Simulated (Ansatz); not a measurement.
Species: TaO₂ (charge 0, doublet). SMILES: [O]=[Ta]=[O]
Geometry: optimised at B3LYP-D3(BJ)/def2-TZVP (Ansatz, a quantum-chemistry and plane-wave program).

Quantity: atomisation energy, in kcal/mol. Conventions: LANL2DZ with its own core potentials from Na on; no spin-orbit coupling; 6-31G* and kin with 6d, 5d where marked; atomisation electronic, to ground-state atoms; valence correlation only (noble-gas shells and the d and f shells of earlier blocks); dispersion terms only where a functional's name holds one; def2 sets with scalar-relativistic core potentials past Kr; UHF or UKS for open shells. First-principles rows: single points at B3LYP-D3(BJ) geometries (Ansatz). A UHF reference is markedly spin-contaminated in at least one set, which strains HF and MP2.

| level | program | atomisation energy (kcal/mol) |
|---|---|---|
| HF/LANL2DZ | Ansatz | 131.0 |
| HF/6-31G* with LANL2DZ past Ar | Ansatz | 161.4 |
| SVWN5/6-31G* with LANL2DZ past Ar | Ansatz | 426.8 |
| PBE/LANL2DZ | Ansatz | 357.0 |
| PBE/6-31G* with LANL2DZ past Ar | Ansatz | 375.4 |
| B3LYP/def2-SVP | Ansatz | 338.4 |
| B3LYP/6-31G* with LANL2DZ past Ar | Ansatz | 336.6 |
| PBE0/6-31G* with LANL2DZ past Ar | Ansatz | 334.7 |
| MP2/6-31G* with LANL2DZ past Ar | Ansatz | 352.1 |
| wB97X-V/def2-TZVPD | Ansatz | 341.2 |
| B2PLYP-D3(BJ)/def2-TZVPD | Ansatz + dftd3 | 350.4 |

No value to compare with is used here. The 9 habitual levels span 131.0 (HF/LANL2DZ) to 426.8 kcal/mol (SVWN5/6-31G* with LANL2DZ past Ar); wB97X-V/def2-TZVPD gives 341.2.

The levels are drawn from those run, B3LYP/6-31G* more often than the rest, none by its result; left out are runs that failed, that the program found above a lower state of the same kind, or whose <S^2> lies over 0.5 above the pure value.
